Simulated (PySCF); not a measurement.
## Dipole moment and polarisability of `C=[CH][AlH-]1[Cl+][AlH2-][Cl+]1`

C₂H₆Al₂Cl₂.
Structure used (PBE0-D3(BJ)/def2-SVP), in Å, numbered top down from 1:
```xyz
12
C2H6Al2Cl2 angstrom
C     -2.7579   -0.6769   -0.0402
C     -1.4206   -0.7811   -0.0827
Al    -0.2937    0.7427    0.3036
Cl     1.3128    0.1307    1.8668
Al     2.9654    0.2492    0.2546
Cl     1.3785    0.8781   -1.3039
H     -3.4262   -1.5212   -0.2530
H     -3.2626    0.2651    0.2114
H     -1.0030   -1.7635   -0.3448
H     -0.7936    2.1987    0.6450
H      3.4310   -1.2184   -0.0878
H      3.8757    1.4976    0.5701
```

Level: CAM-B3LYP/def2-SVPD (PySCF), static field, nuclei fixed, core orbitals frozen in the response. The polarisability tensor in these axes (au):

```
x   129.93   3.65   1.10
y     3.65  92.00   0.52
z     1.10   0.52  90.54
```

**Question.** What are the eigenvalues, a third of the trace, and Δα (Δα² = ½Σ(αi − αj)² over the three pairs)?

**Answer.** Principal values 90.37, 91.78 and 130.31 au; mean 104.16 au = 15.43 Å³ = 17.17 × 10⁻⁴⁰ C²·m²/J; Δα = 39.25 au (38 % of the mean).

**Question.** What is the dipole moment, and where does it point?

**Answer.** (-0.64, -0.48, -0.13) D, 0.82 D in size, pointing from the negative to the positive side. Measured along this direction, the outermost atoms are H12 at the negative end and H7 at the positive end.

**Question.** What are the principal values of the traceless quadrupole moment, Θ = ½Σq(3rr − r²1), about the centre of nuclear charge?

**Answer.** -4.63, 0.97, 3.66 D·Å. The values depend on the origin, since the dipole doesn't vanish. The electronic extent ⟨r²⟩ about the same centre is 1477 bohr², a root-mean-square distance of 2.30 Å for the 78 electrons.

**Question.** Find the Langevin capture rate constant for NH4+ (18.034 u) meeting this molecule (153.948 u), k = 2.342 × 10⁻⁹ cm³/s × √(α in Å³ / reduced mass in u).

**Answer.** The reduced mass is 16.14 u, so k = 2.29 × 10⁻⁹ cm³/s. The formula leaves out the permanent dipole, which adds to the capture rate.

**Question.** What would n − 1 = 2πNα be for an ideal gas of these molecules at 298.15 K and 1 atm, electronic part alone?

**Answer.** N = p/kT = 2.4615 × 10¹⁹ cm⁻³, so n − 1 = 2π × N × 15.43 × 10⁻²⁴ cm³ = 2387 × 10⁻⁶ at long wavelengths.

**Question.** What molar refraction does this α imply?

**Answer.** Lorentz–Lorenz: R = (4π/3)N_A α = 2.5225 cm³/(mol·Å³) × 15.43 Å³ = 38.9 cm³/mol, in the limit of long wavelengths.

**Question.** What depolarisation ratio follows for Rayleigh scattering of linearly polarised light, taking the static tensor?

**Answer.** ρ = 3Δα²/(45ᾱ² + 4Δα²) = 4622.8/(488173 + 6163.7) = 0.00935.

Geometry: PBE0-D3(BJ)/def2-SVP, one conformer, isolated molecule.
